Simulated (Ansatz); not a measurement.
BrClGeH2 (`[Cl][GeH2][Br]`), 5 atoms. Charge 0, multiplicity 1. Correlated methods include outer-core shells of Br, Ge, which these sets cover unevenly. Scalar relativity is left out up to krypton. All runs use 2 threads of a server CPU on a shared host. Correlated methods freeze the cores.

**Question.** How many basis functions does each run have, and how long does it take in Ansatz? RKS PBE0-D4/def2-QZVPP energy; direct RPA on PBE orbitals/def2-TZVPP energy; RKS PBE0-D4/def2-SVP energy; RHF-MP2/def2-QZVPP energy; RKS CAM-B3LYP-D4/def2-TZVPP energy; RKS PBE0-D4/def2-TZVP relaxation (4 steps); RHF-CCSD(T)/def2-TZVPP energy; RHF-CCSD(T)/def2-SVP energy; RKS ωB97M-V/def2-QZVPP energy; RKS PBE0-D4/def2-TZVP frequencies; RKS HSE06-D4/def2-TZVPP energy; RKS PBE-QIDH (frozen core)/def2-TZVPP energy. (Estimate.)

**Answer.** The calculation gave: Other jobs shared the machine, so times are rough.

```json
{"level": "RKS PBE0-D4/def2-SVP", "job": "energy", "functions": "92", "wall time": "1.2 s", "peak host memory (GiB)": "0.23"}
{"level": "RHF-CCSD(T)/def2-SVP", "job": "energy", "functions": "92", "wall time": "3.1 s", "peak host memory (GiB)": "0.3"}
{"level": "RKS HSE06-D4/def2-TZVPP", "job": "energy", "functions": "166", "wall time": "3.2 s", "peak host memory (GiB)": "0.52"}
{"level": "RKS CAM-B3LYP-D4/def2-TZVPP", "job": "energy", "functions": "166", "wall time": "3.3 s", "peak host memory (GiB)": "0.55"}
{"level": "direct RPA on PBE orbitals/def2-TZVPP", "job": "energy", "functions": "166", "wall time": "3.7 s", "peak host memory (GiB)": "0.34"}
{"level": "RKS PBE-QIDH (frozen core)/def2-TZVPP", "job": "energy", "functions": "166", "wall time": "4 s", "peak host memory (GiB)": "0.38"}
{"level": "RKS PBE0-D4/def2-QZVPP", "job": "energy", "functions": "308", "wall time": "7.5 s", "peak host memory (GiB)": "1.1"}
{"level": "RKS ωB97M-V/def2-QZVPP", "job": "energy", "functions": "308", "wall time": "15 s", "peak host memory (GiB)": "1.3"}
{"level": "RHF-MP2/def2-QZVPP", "job": "energy", "functions": "308", "wall time": "15 s", "peak host memory (GiB)": "1.2"}
{"level": "RKS PBE0-D4/def2-TZVP", "job": "relaxation (4 steps)", "functions": "145", "wall time": "17 s", "peak host memory (GiB)": "0.45"}
{"level": "RHF-CCSD(T)/def2-TZVPP", "job": "energy", "functions": "166", "wall time": "27 s", "peak host memory (GiB)": "1.4"}
{"level": "RKS PBE0-D4/def2-TZVP", "job": "frequencies", "functions": "145", "wall time": "70 s", "peak host memory (GiB)": "0.44"}
```

HSE06 is defined as in plane-wave codes.
